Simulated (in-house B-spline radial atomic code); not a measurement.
Results of a calculation; reference values are marked as such.
# Cs in an electron gas of r_s = 2.4: phase shifts, screening, friction and resistivity

A nucleus sits in a uniform electron gas with a rigid positive background. The Kohn-Sham equations are solved self-consistently in the spin-unpolarised LDA (PW92), non-relativistic, on B-splines with outgoing waves at the boundary and partial waves to l = 8. The model has no lattice, no bands and no magnetic solution. Atomic units; δ_l are the phase shifts at the Fermi level, counted so that each bound state adds π, and good to about 0.0005. Heavy atoms are models without relativity.

The density parameter is r_s = 2.4 bohr, near that of the valence electrons of In (3 per atom, density 7.31 g/cm³, mass 114.82 u, which gives r_s = 2.41).

| l | δ_l (rad) |
| --- | --- |
| 0 | 14.2053 |
| 1 | 11.6732 |
| 2 | 7.2963 |
| 3 | 0.0882 |
| 4 | 0.0065 |
| 5 | 0.0009 |
| 6 | 0.0000 |
| 7 | 0.0000 |
| 8 | 0.0000 |

Bound levels below the band bottom (hartree): s -7.077, p -5.391, d -2.472, s -0.563, p -0.1689 and deeper ones.

Problem. Check the Friedel sum rule, and say where the screening charge sits.

Solution. k_F = (9π/4)^(1/3)/r_s = 0.79965. The rule is Z = (2/π) Σ (2l + 1) δ_l. The terms are s 9.043, p 22.294, d 23.225, f 0.393 and 0.044 beyond, in all 54.999 against Z = 55. Bound states hold 10 s, 24 p, 20 d electrons, so the scattering states carry 1.00 in all; where a term is smaller than its bound count, the bound level has drawn weight out of the band.

Problem. Find the transport cross section and the electronic stopping of a 2 keV Cs ion (mass 132.91 u).

Solution. σ_tr = (4π/k_F²) Σ (l + 1) sin²(δ_l − δ_(l+1)). The terms for l = 0 to 3 are 0.3277, 1.7832, 1.9131, 0.0266, all together 4.0509, so σ_tr = 19.652 × 4.0509 = 79.608 bohr². With n = 3/(4π r_s³) = 0.01727, the friction coefficient is Q = n k_F σ_tr = 1.0993. For v well below v_F = 0.800, dE/dx = Q v; with 24801 eV per u at v = 1, v = √(2000/(24801 × 132.91)) = 0.0246, so dE/dx = 0.02708 hartree/bohr = 13.9 eV/nm. The largest term couples the d and f waves.

Problem. What residual resistivity would 1 atomic per cent of such centres give in In?

Solution. Δρ = k_F n_i σ_tr/n in atomic units of 21.74 μΩ·cm. With one host atom per 3 electrons, n_i/n = 0.01/3, so Δρ = 0.7996 × 0.00333 × 79.608 × 21.74 = 4.61 μΩ·cm. This is an atom added to the gas, as on an interstitial site.

Problem. On a substitutional site the background of one host ion, a sphere holding 3 charges, is taken out. The phase shifts for l = 0 to 4 become 13.9571, 11.4874, 6.6302, 0.0200, -0.0019. What follows?

Solution. The Friedel sum is now 52.01, for Z − 3 = 52. The sum in σ_tr is 2.6573, so σ_tr = 52.22 bohr² and Δρ = 3.03 μΩ·cm per atomic per cent, 0.66 times the value above. A real host ion scatters too, so this model doesn't give zero even for the host's own atom.
